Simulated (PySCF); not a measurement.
Input and output of a TDDFT job on `C/C=C(\C)[O][GeH3]`.

Computed with TDDFT CAM-B3LYP/def2-SVPD, vertical, gas phase, core orbitals frozen in the response (PySCF 2.14.0, density-fitted response routines).

Input of the driver that calls PySCF (job settings, then Cartesian coordinates in Å):

```
{"job": {"kind": "uv", "xc": "CAM-B3LYP", "basis": "def2-SVPD", "nstates": 8, "ntriplets": 3}, "charge": 0, "multiplicity": 1}
C     -2.1050     0.7354     0.2909
C     -0.6138     0.6562     0.2073
C      0.0867    -0.4715     0.2332
C     -0.5226    -1.8408     0.3432
O      1.4498    -0.5168     0.1562
Ge     2.5854     0.8042    -0.0120
H     -2.5701    -0.1358    -0.1638
H     -2.4313     0.7900     1.3312
H     -2.4639     1.6273    -0.2176
H     -0.0773     1.5973     0.1406
H     -1.0398    -2.1046    -0.5788
H      0.2660    -2.5677     0.5180
H     -1.2361    -1.8799     1.1631
H      3.8571     0.0323    -0.0487
H      2.3147     1.5616    -1.2805
H      2.4926     1.7219     1.1738
```

The driver printed:

```
coarse grid: 58040 points
cycle   1  E = -2310.1350020005  dE =  1.204e-01  |g| = 7.574e-01  |ddm| = 6.430e+00
cycle   2  E = -2310.0748418798  dE =  6.016e-02  |g| = 9.833e-01  |ddm| = 2.654e+00
cycle   3  E = -2310.2323777443  dE = -1.575e-01  |g| = 1.240e-01  |ddm| = 1.525e+00
cycle   4  E = -2310.2350767525  dE = -2.699e-03  |g| = 4.416e-02  |ddm| = 2.224e-01
cycle   5  E = -2310.2354652532  dE = -3.885e-04  |g| = 9.105e-03  |ddm| = 7.839e-02
cycle   6  E = -2310.2354837336  dE = -1.848e-05  |g| = 3.158e-03  |ddm| = 2.141e-02
cycle   7  E = -2310.2354859682  dE = -2.235e-06  |g| = 4.596e-04  |ddm| = 5.224e-03
final grid: 122800 points
cycle   8  E = -2310.2354507182  dE = -6.437e-08  |g| = 4.435e-04  |ddm| = 7.677e-03
cycle   9  E = -2310.2354507018  dE =  1.634e-08  |g| = 5.310e-04  |ddm| = 1.682e-03
cycle  10  E = -2310.2354507584  dE = -5.654e-08  |g| = 6.431e-05  |ddm| = 8.011e-04
cycle  11  E = -2310.2354507592  dE = -8.558e-10  |g| = 1.661e-05  |ddm| = 1.117e-04
converged SCF energy = -2310.2354507592

Static polarisability (au): isotropic 82.308, principal 65.910 83.651 97.363

Singlet excitations
state   eV       nm        f      main configurations
  1   5.6479    219.5   0.00117   H->L+1 0.93
  2   6.0145    206.1   0.00384   H->L 0.82
  3   6.4699    191.6   0.03389   H->L+2 0.47, H->L+3 0.46
  4   6.6011    187.8   0.09042   H->L+3 0.39, H->L+2 0.37, H->L+4 0.13
  5   6.6291    187.0   0.15339   H->L+4 0.78
  6   7.3265    169.2   0.00599   H->L+5 0.87
  7   7.4021    167.5   0.01998   H->L+6 0.88
  8   7.8244    158.5   0.02848   H->L+8 0.79

Triplet excitations (Tamm-Dancoff, eV): 4.2140 5.5099 5.9191
```

The SCF starts on a coarse grid; the energy jumps when the final grid takes over, and dE counts afresh there. The run used 221 basis functions and 11 SCF iterations for the ground state.

Time: 93 s (with the writing of density and orbital grids); peak memory 1.0 GiB. Hardware: an Arm Neoverse N1 with one thread, no GPU, shared host.

Problem. What transition dipole does the oscillator strength of state 5, the strongest, imply?

Solution. From f = (2/3)·ΔE·|μ|² in atomic units, ΔE = 0.2436 Eh and f = 0.1534 give |μ| = 0.97 au (2.47 D).

Geometry: GFN2-xTB, one conformer, isolated molecule. GFN2-xTB frequencies show an imaginary mode (31i cm⁻¹), so this geometry is no minimum at that level. The CAM-B3LYP/def2-SVPD calculation is non-relativistic and has no spin–orbit coupling, an omission that weighs most on germanium.
